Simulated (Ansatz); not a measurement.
All values below come from Ansatz (a program for electronic structure) with frozen-core CCSD(T)/cc-pVDZ // PBE0-D3(BJ)/def2-SVP. The restricted HF reference is unstable towards unrestricted orbitals.

Ansatz 0.2 input:
```yaml
crystal:
  periodic: [false, false, false]
  atoms:
    - { symbol: B, position_ang: [3.796709, 0.08234, -0.172347] }
    - { symbol: C, position_ang: [2.263263, 0.049099, -0.102853] }
    - { symbol: C, position_ang: [1.401428, 1.175565, -0.116161] }
    - { symbol: C, position_ang: [0.071288, 0.74731, -0.037482] }
    - { symbol: C, position_ang: [-1.052814, 1.570665, -0.025287] }
    - { symbol: C, position_ang: [-2.3994, 1.21495, 0.050838] }
    - { symbol: C, position_ang: [-2.955758, -0.064105, 0.134326] }
    - { symbol: C, position_ang: [-2.339311, -1.31773, 0.164339] }
    - { symbol: C, position_ang: [-0.977242, -1.614685, 0.117381] }
    - { symbol: C, position_ang: [0.106659, -0.743439, 0.029265] }
    - { symbol: C, position_ang: [1.455735, -1.113584, -0.013738] }
    - { symbol: H, position_ang: [4.383963, 1.138493, -0.246343] }
    - { symbol: H, position_ang: [4.433317, -0.947314, -0.153756] }
    - { symbol: H, position_ang: [1.723018, 2.215809, -0.178094] }
    - { symbol: H, position_ang: [-0.843689, 2.644595, -0.083754] }
    - { symbol: H, position_ang: [-3.113383, 2.042925, 0.044527] }
    - { symbol: H, position_ang: [-4.049447, -0.087792, 0.184157] }
    - { symbol: H, position_ang: [-3.013246, -2.175844, 0.233662] }
    - { symbol: H, position_ang: [-0.717426, -2.678445, 0.15457] }
    - { symbol: H, position_ang: [1.826336, -2.138813, 0.016753] }
basis:
  gaussian: { orbitals: cc-pVDZ }
correlation:
  method: ccsd_t
```

Output:

```
Functional definition: HF
1841 factors; integrals over basis functions are off by at most 1.2e-3 eV
mean field evaluation 1: about -11112.1157 eV, gradient 3.9e1 eV
mean field evaluation 2: about -11112.6401 eV, gradient 3.8e1 eV
mean field evaluation 4: about -11117.6252 eV, gradient 8.5e0 eV
mean field evaluation 8: about -11117.8319 eV, gradient 3.5e-1 eV
mean field evaluation 16: about -11112.1141 eV, gradient 3.9e1 eV
mean field -11117.83380556 eV, -408.5728564161 hartree, gradient 1.1e-6 eV, S^2 0.000000; 0 other end points of the search recorded, 0 dependent functions left out; unrestricted orbitals would lower it
11 core orbitals not correlated
reference -11117.83380556 eV, -408.5728564161 hartree; 26, 26 occupied and 162, 162 virtual orbitals, 1841 factors
second order -37.73018128 eV of doubles, -0.00000000 eV of singles
cycle   1  -37.70458011 eV  change    2.6e-2 eV  update   1.8e-1
cycle   2  -38.86719400 eV  change    -1.2e0 eV  update   6.7e-2
cycle   3  -39.18678607 eV  change   -3.2e-1 eV  update   3.1e-2
cycle   4  -39.21901065 eV  change   -3.2e-2 eV  update   1.2e-2
cycle   5  -39.21477179 eV  change    4.2e-3 eV  update   6.7e-3
cycle   6  -39.21721438 eV  change   -2.4e-3 eV  update   2.9e-3
cycle   7  -39.21674130 eV  change    4.7e-4 eV  update   1.3e-3
cycle   8  -39.21647930 eV  change    2.6e-4 eV  update   5.8e-4
cycle   9  -39.21659624 eV  change   -1.2e-4 eV  update   2.2e-4
cycle  10  -39.21667783 eV  change   -8.2e-5 eV  update   8.9e-5
cycle  11  -39.21653023 eV  change    1.5e-4 eV  update   3.6e-5
cycle  12  -39.21657877 eV  change   -4.9e-5 eV  update   1.9e-5
perturbative correction -1.95014762 eV, -0.0716666031 hartree
Total energy: -11159.00053196 eV, -410.0857057072 hartree
```

Cost: roughly 14 core-minutes.
